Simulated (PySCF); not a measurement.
# Computed records: CH4BNSi, B2H4NSi

Computed with PySCF 2.14.0. Calculation on a computer-drawn molecule: optimised geometry and harmonic frequencies of an isolated molecule of the commonest isotopes, restricted reference for singlets and unrestricted otherwise, frozen core in MP2.

Common to all runs: multiplicity 1; method HF; basis cc-pV(D+d)Z.

```yaml
- entry: 1
  formula: CH4BNSi
  start_structure:
    atoms_angstrom:
      - [B, -2.2473, 1.4527, 0.208]
      - [C, -0.9514, 1.1582, 0.307]
      - [Si, 0.2198, 1.353, -1.1914]
      - ["N", 1.66, 0.8024, -0.5292]
      - [H, -3.344, 1.7186, 0.1236]
      - [H, -0.3403, 0.8489, 1.1537]
      - [H, 1.8305, 0.5134, 0.4345]
      - [H, 2.5894, 0.7737, -1.0415]
  given:
    charge: 0
    drawn_bonds_atom: [1, 2, 3, 1, 2, 4, 4]
    drawn_bonds_other_atom: [2, 3, 4, 5, 6, 7, 8]
    drawn_bonds_order: [2, 1, 1, 1, 1, 1, 1]
  results:
    optimised_atom_element: [B, C, Si, "N", H, H, H, H]
    "optimised_atom_x [angstrom]": [-2.207, -0.8786, 0.175, 1.697, -3.318, -0.469, 1.91, 2.507]
    "optimised_atom_y [angstrom]": [1.463, 1.128, 1.314, 0.8259, 1.765, 0.7867, 0.5305, 0.809]
    "optimised_atom_z [angstrom]": [0.2067, 0.3924, -1.151, -0.5452, -0.03286, 1.34, 0.3892, -1.134]
    "modes_frequency [cm^-1]": [110.4, 142.7, 304.2, 484.8, 520.3, 647.5, 659.0, 769.2, 773.5, 860.9, 919.3, 1022, 1530, 1693, 2938, 3312, 3770, 3872]
    "modes_reduced_mass [dalton]": [2.918, 3.045, 3.248, 1.212, 1.057, 1.348, 3.863, 1.16, 1.28, 2.822, 2.077, 1.396, 5.71, 1.123, 1.132, 1.093, 1.051, 1.097]
    "rotational_constants [GHz]": [21.65, 3.674, 3.141]
    "total_energy [hartree]": -408.2184
    "convergence_status_largest_gradient_component [hartree/bohr]": 1.71e-05
- entry: 2
  formula: B2H4NSi
  start_structure:
    atoms_angstrom:
      - [B, -2.9738, -1.0365, 1.4422]
      - ["N", -2.7092, -0.414, 0.3622]
      - [Si, -2.2969, 0.4116, -1.0615]
      - [B, -0.9475, -0.3519, -2.2859]
      - [H, -3.1792, -1.5862, 2.3248]
      - [H, -3.0644, 1.6152, -1.102]
      - [H, 0.1509, -0.1526, -2.0984]
      - [H, -1.2661, -1.0861, -3.1145]
  given:
    charge: 1
    drawn_bonds_atom: [1, 2, 3, 1, 3, 4, 4]
    drawn_bonds_other_atom: [2, 3, 4, 5, 6, 7, 8]
    drawn_bonds_order: [2, 1, 1, 1, 1, 1, 1]
  results:
    optimised_atom_element: [B, "N", Si, B, H, H, H, H]
    "optimised_atom_x [angstrom]": [-2.983, -2.675, -2.306, -0.9386, -3.264, -3.01, 0.2035, -1.312]
    "optimised_atom_y [angstrom]": [-1.047, -0.4397, 0.3644, -0.3625, -1.61, 1.631, -0.05829, -1.077]
    "optimised_atom_z [angstrom]": [1.451, 0.381, -0.981, -2.294, 2.436, -1.202, -2.154, -3.169]
    "modes_frequency [cm^-1]": [118.1, 157.7, 199.6, 250.3, 433.4, 604.2, 748.3, 828.7, 842.1, 853.1, 898.5, 982.0, 1223, 1890, 2411, 2739, 2857, 3014]
    "modes_reduced_mass [dalton]": [3.25, 1.405, 1.922, 4.445, 1.11, 4.21, 1.368, 1.336, 1.365, 1.467, 2.902, 1.489, 1.126, 6.006, 1.044, 1.047, 1.131, 1.171]
    "rotational_constants [GHz]": [20.01, 3.351, 2.944]
    "total_energy [hartree]": -394.8372
    "convergence_status_largest_gradient_component [hartree/bohr]": 1.124e-05
```
